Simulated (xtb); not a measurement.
xtb input:

```bash
xtb mol.xyz --gfn 1 --opt tight --chrg 0 --uhf 0
```
mol.xyz:
```
13

Si    -0.71307527    -0.80913420    -0.80116529
N      0.06268171     0.28827822     0.27447328
C      0.69077450     1.50019282    -0.21751711
H      0.21629907     1.82615025    -1.14399993
H      0.58480838     2.30835431     0.51483902
H      1.76489855     1.37003377    -0.41386354
C      0.58950760    -0.16044793     1.54977381
H      0.48226780     0.62682696     2.30435792
H      0.04178494    -1.03564639     1.90158786
H      1.65539365    -0.42569923     1.49719555
H      0.20512855    -1.69242043    -1.57853446
H     -1.49297882    -0.01645721    -1.78040128
H     -1.59501299    -1.68968009     0.00027982
```

**Question.** What final total energy does it print?

**Answer.** -14.15672 Eh (GFN1-xTB).
